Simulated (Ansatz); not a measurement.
Born–Oppenheimer molecular dynamics of C2H3BF (7 atoms, charge 0, multiplicity 2). It starts at the highest image of a converged band, a first-order saddle point between two minima.

Level of theory: UKS PBE0/def2-SVP (Ansatz 0.2.0).

```
ensemble                      : NVE (velocity Verlet)
time step                     : 0.5 fs
steps asked                   : 200
starting velocities drawn for : 100 K
seed                          : 10865
```

Frames 0.5 fs apart, positions in Å, forces in eV/Å.

Velocities at 30 fs (Å/ps):

```
B 2.01 0.68 -2.16
C 1.46 -2.78 3.95
C -1.32 1.38 -2.41
F -0.66 1.58 -0.70
H -1.41 -13.76 8.99
H -1.93 -3.82 17.99
H -7.45 -2.81 -8.91
```

```xyz
7
Properties=species:S:1:pos:R:3:forces:R:3 time_fs=30 energy_less_start_eV=-0.005 T=108
B -1.122 0.795 -0.673 0.47 -0.52 0.34
C -0.162 -0.005 -0.119 -0.42 0.60 -0.40
C 0.738 -0.934 0.409 -0.09 -0.07 0.57
F 0.712 -1.184 1.732 0.17 0.07 -0.53
H -1.946 1.555 -1.048 0.03 0.11 -0.09
H 0.066 1.171 0.098 -0.14 -0.11 0.07
H 1.530 -1.460 -0.128 -0.02 -0.08 0.04
7
Properties=species:S:1:pos:R:3:forces:R:3 time_fs=30.5 energy_less_start_eV=-0.002 T=103
B -1.121 0.795 -0.674 0.63 -0.67 0.43
C -0.162 -0.006 -0.117 -0.55 0.74 -0.50
C 0.737 -0.934 0.408 -0.01 -0.15 0.62
F 0.712 -1.183 1.732 0.19 0.07 -0.55
H -1.947 1.549 -1.044 -0.06 0.20 -0.13
H 0.065 1.169 0.107 -0.16 -0.11 0.07
H 1.526 -1.462 -0.132 -0.03 -0.08 0.06
7
Properties=species:S:1:pos:R:3:forces:R:3 time_fs=31 energy_less_start_eV=0.001 T=98
B -1.120 0.795 -0.675 0.76 -0.78 0.51
C -0.161 -0.007 -0.116 -0.66 0.87 -0.58
C 0.737 -0.933 0.407 0.06 -0.23 0.66
F 0.712 -1.183 1.731 0.21 0.06 -0.57
H -1.948 1.542 -1.040 -0.14 0.28 -0.17
H 0.063 1.167 0.116 -0.18 -0.11 0.07
H 1.522 -1.464 -0.137 -0.04 -0.08 0.08
7
Properties=species:S:1:pos:R:3:forces:R:3 time_fs=31.5 energy_less_start_eV=0.005 T=93
B -1.119 0.795 -0.676 0.84 -0.87 0.56
C -0.161 -0.009 -0.114 -0.75 0.96 -0.65
C 0.736 -0.932 0.406 0.13 -0.31 0.69
F 0.712 -1.182 1.731 0.22 0.06 -0.57
H -1.949 1.537 -1.036 -0.20 0.34 -0.20
H 0.061 1.164 0.125 -0.20 -0.10 0.07
H 1.518 -1.465 -0.141 -0.05 -0.08 0.10
7
Properties=species:S:1:pos:R:3:forces:R:3 time_fs=32 energy_less_start_eV=0.007 T=90
B -1.117 0.795 -0.676 0.88 -0.91 0.59
C -0.160 -0.009 -0.112 -0.81 1.03 -0.70
C 0.735 -0.932 0.406 0.18 -0.38 0.71
F 0.711 -1.181 1.730 0.24 0.05 -0.57
H -1.951 1.532 -1.033 -0.23 0.38 -0.22
H 0.059 1.161 0.135 -0.21 -0.09 0.07
H 1.514 -1.467 -0.145 -0.05 -0.08 0.12
7
Properties=species:S:1:pos:R:3:forces:R:3 time_fs=32.5 energy_less_start_eV=0.007 T=89
B -1.115 0.795 -0.677 0.87 -0.90 0.58
C -0.160 -0.010 -0.111 -0.84 1.06 -0.73
C 0.735 -0.931 0.405 0.23 -0.43 0.72
F 0.711 -1.180 1.729 0.25 0.04 -0.56
H -1.953 1.528 -1.030 -0.24 0.39 -0.23
H 0.056 1.158 0.145 -0.22 -0.08 0.07
H 1.510 -1.470 -0.148 -0.06 -0.08 0.14
7
Properties=species:S:1:pos:R:3:forces:R:3 time_fs=33 energy_less_start_eV=0.006 T=91
B -1.113 0.794 -0.677 0.80 -0.85 0.55
C -0.160 -0.010 -0.110 -0.84 1.06 -0.74
C 0.734 -0.931 0.405 0.27 -0.47 0.72
F 0.711 -1.179 1.729 0.26 0.04 -0.54
H -1.956 1.525 -1.028 -0.21 0.37 -0.22
H 0.052 1.155 0.155 -0.23 -0.06 0.08
H 1.506 -1.472 -0.151 -0.06 -0.08 0.15
7
Properties=species:S:1:pos:R:3:forces:R:3 time_fs=33.5 energy_less_start_eV=0.004 T=95
B -1.111 0.793 -0.678 0.68 -0.76 0.50
C -0.161 -0.011 -0.108 -0.80 1.03 -0.73
C 0.734 -0.931 0.404 0.29 -0.50 0.71
F 0.711 -1.179 1.728 0.27 0.03 -0.51
H -1.959 1.523 -1.026 -0.15 0.33 -0.20
H 0.048 1.151 0.165 -0.23 -0.04 0.08
H 1.501 -1.475 -0.154 -0.06 -0.09 0.16
7
Properties=species:S:1:pos:R:3:forces:R:3 time_fs=34 energy_less_start_eV=0.000 T=100
B -1.109 0.792 -0.678 0.52 -0.63 0.42
C -0.161 -0.010 -0.107 -0.73 0.97 -0.70
C 0.733 -0.930 0.404 0.30 -0.51 0.68
F 0.711 -1.178 1.727 0.28 0.02 -0.48
H -1.963 1.522 -1.025 -0.08 0.27 -0.17
H 0.044 1.148 0.175 -0.23 -0.02 0.09
H 1.497 -1.478 -0.157 -0.06 -0.09 0.16
7
Properties=species:S:1:pos:R:3:forces:R:3 time_fs=34.5 energy_less_start_eV=-0.004 T=107
B -1.106 0.791 -0.678 0.32 -0.47 0.32
C -0.161 -0.010 -0.107 -0.64 0.87 -0.66
C 0.733 -0.930 0.404 0.29 -0.51 0.65
F 0.711 -1.177 1.726 0.29 0.01 -0.44
H -1.966 1.521 -1.024 0.02 0.19 -0.13
H 0.039 1.145 0.185 -0.23 0.00 0.10
H 1.492 -1.481 -0.159 -0.05 -0.10 0.15
7
Properties=species:S:1:pos:R:3:forces:R:3 time_fs=35 energy_less_start_eV=-0.008 T=113
B -1.104 0.790 -0.678 0.10 -0.28 0.21
C -0.162 -0.010 -0.106 -0.51 0.75 -0.59
C 0.733 -0.930 0.404 0.27 -0.49 0.61
F 0.711 -1.176 1.725 0.29 0.00 -0.39
H -1.970 1.521 -1.024 0.12 0.11 -0.09
H 0.033 1.141 0.196 -0.23 0.03 0.11
H 1.487 -1.484 -0.160 -0.04 -0.11 0.15
7
Properties=species:S:1:pos:R:3:forces:R:3 time_fs=35.5 energy_less_start_eV=-0.011 T=118
B -1.101 0.789 -0.678 -0.14 -0.09 0.09
C -0.163 -0.009 -0.105 -0.37 0.61 -0.51
C 0.732 -0.930 0.404 0.24 -0.46 0.56
F 0.711 -1.175 1.724 0.30 -0.01 -0.34
H -1.974 1.521 -1.024 0.22 0.02 -0.05
H 0.027 1.137 0.207 -0.23 0.04 0.12
H 1.482 -1.488 -0.162 -0.02 -0.12 0.14
```

Of the whole run (100 fs, mean temperature of the second half 563 K): The conserved energy stayed within 0.036 meV per atom of its start (net change 0.0013 meV per atom), so the integration is sound. The kinetic energy rose, since the run started high on the potential surface and went downhill. A run of 0.1 ps of so small a system gives no equilibrium averages.

Time of the run: 4.2 min on 2 threads of Intel(R) Xeon(R) Platinum 8488C (Sapphire Rapids), with other jobs on the host, peak memory 0.18 GiB.
